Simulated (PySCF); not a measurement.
Cartesian coordinates in Å; atom numbers follow the order of the lines, from 1:
```xyz
23

C    -3.0532    0.4885    0.9061
C    -1.6203    0.1056    0.5294
C    -1.6138   -1.0808   -0.3941
C    -0.6024   -1.4129   -1.1824
P     0.8862   -0.3903   -1.2815
O     1.5468   -0.3930   -2.5922
C     1.9714   -0.9481    0.0782
Si    3.3677    0.3225    0.2971
C     0.2069    1.2052   -0.7804
C    -0.8844    1.2887   -0.0349
H    -3.0547    1.3067    1.6225
H    -3.6036    0.8017    0.0214
H    -3.5703   -0.3570    1.3538
H    -1.0973   -0.1941    1.4505
H    -2.5144   -1.6826   -0.3763
H    -0.6477   -2.2614   -1.8525
H     2.3672   -1.9157   -0.2334
H     1.3926   -1.0864    0.9888
H     4.3443   -0.2750    1.2124
H     3.9892    0.6478   -0.9802
H     2.7954    1.5235    0.9178
H     0.6932    2.0788   -1.1939
H    -1.3035    2.2553    0.2168
```

Calculated, not measured (PySCF 2.14): shielding tensors at PBE0/pcSseg-1 (GIAO), GFN2-xTB structure. Non-relativistic Hamiltonian, one conformer, no solvent, rapidly exchanging positions averaged.

Shifts are taken against calculated references (same method and geometry level): TMS for 13C (σref 186.93), 1H (σref 31.72), 29Si (σref 349.16); 31P (σref 318.38) vs H3PO4; H2O for 17O (σref 336.08).

```csv
atoms,nucleus,count,Hirshfeld charge,δ (ppm)
O6,17O,1,-0.41,103.7
H16/H22,1H,2,0.06,6.59
H14,1H,1,0.05,2.43
C4/C9,13C,2,-0.10,?
H19/H20/H21,1H,3,-0.07,4.11
H15/H23,1H,2,0.05,6.65
C2,13C,1,-0.02,36.6
H17/H18,1H,2,0.05,0.99
C3/C10,13C,2,-0.02,154.9
H11/H12/H13,1H,3,0.04,1.35
P5,31P,1,0.41,?
C7,13C,1,-0.20,?
C1,13C,1,-0.11,22.6
Si8,29Si,1,0.31,?
```

Question: Complete the table.

Answer: 
- C4/C9: 138.9 ppm, alkene CH; the olefinic region
- C7: 15.5 ppm, sp3 CH2 bonded to P and Si
- P5: -20.1 ppm, phosphorus bonded to 3 C, O, in a 6-membered ring
- Si8: -78.6 ppm, silicon bonded to C, 3 H

Shifts are as computed. Against solution values, carbons near 30 ppm lie about +3 ppm off and those near 130 ppm about +5 ppm. Of 1211 compounds with measured shifts, 218 miss one by over three times the rms of a fit or turn the order of signals round; such compounds aren't used in these exercises. Experimental scales use liquid or dissolved standards, which lie at an offset from isolated H2O (liquid H2O: subtract about 36 ppm) and H3PO4.
